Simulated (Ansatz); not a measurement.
Relaxation of ClF5H2OW (10 atoms, charge 0, multiplicity 1), to a largest force component of 0.03 eV/Å in at most 50 steps.

These are results of Ansatz 0.2.0, RKS PBE0-D4/def2-SVP, not measurements.

```xyz
10
Properties=species:S:1:pos:R:3:forces:R:3
W 0.297 0.219 -0.432 -0.05 -0.06 -0.95
Cl -0.259 -0.450 3.078 0.84 0.92 0.61
F 1.895 0.025 -1.342 -0.01 0.02 0.01
F 0.107 1.929 -1.130 0.02 0.01 0.02
F -1.345 0.525 0.362 -0.01 -0.02 0.01
O 0.458 -1.373 0.444 -0.05 -0.26 0.33
H 0.343 -1.745 1.346 0.07 0.25 -0.44
F -0.546 -0.504 -1.905 0.00 0.00 0.02
F 1.216 1.059 0.952 0.16 0.17 0.31
H 0.671 0.505 2.923 -0.97 -1.02 0.06
```

Where does it end, and by what steps?

The run converged. After 14 steps the energy has fallen by 0.271 eV; Cl2 moved furthest, 1.07 Å.

| step | energy less start (eV) | largest force component (eV/Å) | accepted |
| --- | --- | --- | --- |
| 0 | 0.0000 | 1.025 | yes |
| 1 | -0.1306 | 0.794 | yes |
| 2 | -0.1713 | 0.650 | yes |
| 3 | -0.1822 | 0.873 | yes |
| 4 | -0.2020 | 0.588 | yes |
| 5 | -0.2301 | 0.180 | yes |
| 6 | -0.2512 | 0.253 | yes |
| 7 | -0.2535 | 0.272 | yes |
| 8 | -0.2650 | 0.050 | yes |
| 9 | -0.2601 | 0.428 | no |
| 10 | -0.2676 | 0.088 | yes |
| 11 | -0.2692 | 0.128 | yes |
| 12 | -0.2687 | 0.206 | no |
| 13 | -0.2704 | 0.041 | yes |
| 14 | -0.2706 | 0.003 | yes |

```xyz
10
Properties=species:S:1:pos:R:3
W 0.160 0.259 -0.517
Cl 0.662 -0.800 3.484
F 1.939 -0.040 -0.929
F 0.348 1.922 -1.311
F -1.616 0.695 -0.238
O 0.053 -1.231 0.527
H 0.162 -1.519 1.458
F -0.317 -0.581 -2.082
F 0.655 1.165 1.063
H 0.790 0.321 2.842
```

Whether the end is a true minimum wasn't checked by a vibrational analysis.

Time of the run: 46 s on 4 threads of Arm Neoverse V2, on a shared host, peak memory 0.47 GiB.
